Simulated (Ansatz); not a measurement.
Frontier orbitals of `B1S[SiH2][Se]1`.

| atom | x (Å) | y (Å) | z (Å) |
| --- | --- | --- | --- |
| B1 | 0.944 | -0.978 | -0.527 |
| S2 | 1.264 | 0.798 | -0.460 |
| Si3 | -0.699 | 0.747 | 0.393 |
| Se4 | -0.800 | -1.514 | 0.173 |
| H5 | 1.730 | -1.759 | -0.962 |
| H6 | -1.702 | 1.483 | -0.414 |
| H7 | -0.736 | 1.224 | 1.796 |

Charge 0, multiplicity 1. Correlated methods include outer-core shells of Se, which these sets cover unevenly. Scalar relativity is left out up to krypton. All single points use the PBE0-D4/def2-TZVP geometry. Basis def2-TZVPP, the Gaussian-basis code of Ansatz.

```tsv
functional	HOMO (eV)	LUMO (eV)	gap (eV)
LDA (SPW92)	-6.44	-2.35	4.09
PBE	-6.30	-2.14	4.16
revPBE	-6.25	-2.05	4.20
PBE0	-7.36	-1.27	6.09
r2SCANh	-6.95	-1.58	5.37
HSE06 (plane-wave form)	-6.97	-1.65	5.32
BHLYP	-8.25	-0.23	8.02
CAM-B3LYP	-8.54	-0.15	8.39
LC-ωPBE	-9.89	0.88	10.77
ωB97M-V	-9.40	0.68	10.08
HF	-9.72	2.18	11.90
```

From PBE to PBE0 the HOMO moves by −1.06 eV and the LUMO by +0.87 eV, and with ωB97M-V by −3.10 and +2.81 eV, so the gap grows from 4.16 to 10.08 eV with exact exchange. A positive LUMO is unbound and depends on the basis.

LC-ωPBE has ω = 0.4 bohr⁻¹.
